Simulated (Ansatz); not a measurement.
Sr₂O₃⁻. Charge -1, multiplicity 2. Geometry PBE0-D4/def2-SVPD.

Cartesian coordinates in Å:
```
Sr -1.112 -0.730 -0.677
Sr 1.448 1.322 -0.163
O 0.096 0.729 -1.795
O -0.697 -1.159 1.541
O 0.266 -0.163 1.094
```

In the def2 sets Sr takes a core potential; there is no spin–orbit coupling. B3LYP takes the VWN-RPA correlation. HSE06 is defined as in plane-wave codes, on full-range PBE exchange. The structure holds 1 bond(s) between oxygen atoms. At PBE-D4/def2-TZVPD, r2SCAN-D4/def2-TZVPD, B3LYP-D4/def2-TZVPD, PBE0-D4/def2-TZVPD and others the highest occupied level of the charge -1 doublet lies above zero (up to 0.84 eV). The electron is either unbound and held by the finite basis, or the level is raised by self-interaction error. Another isomer (doublet) lies 0.72 eV lower at PBE0-D4/def2-TZVPD; other spin states weren't run for this one.

Q: Estimate the α-spin orbital energies around the gap (eV) in Ansatz with PBE-D4/def2-TZVPD, r2SCAN-D4/def2-TZVPD, B3LYP-D4/def2-TZVPD, PBE0-D4/def2-TZVPD, HSE06-D4/def2-TZVPD.

A: 
```csv
orbital,PBE-D4/def2-TZVPD,r2SCAN-D4/def2-TZVPD,B3LYP-D4/def2-TZVPD,PBE0-D4/def2-TZVPD,HSE06-D4/def2-TZVPD
HOMO−5,-0.89,-0.98,-1.84,-2.12,-1.71
HOMO−4,-0.83,-0.95,-1.71,-1.96,-1.55
HOMO−3,-0.71,-0.80,-1.63,-1.90,-1.49
HOMO−2,0.26,0.15,-0.78,-1.05,-0.63
HOMO−1,0.64,0.52,-0.40,-0.66,-0.24
HOMO,0.81,0.83,0.62,0.58,0.84
LUMO,1.01,1.05,1.27,1.46,1.12
LUMO+1,1.98,2.05,2.37,2.45,2.14
LUMO+2,2.28,2.41,2.64,2.76,2.43
LUMO+3,2.40,2.57,2.85,2.94,2.62
LUMO+4,2.44,2.59,2.89,2.98,2.65
LUMO+5,2.63,2.88,2.94,3.02,2.72
β HOMO,0.64,0.51,-0.40,-0.66,-0.24
β LUMO,1.26,1.41,1.37,1.61,1.40
```
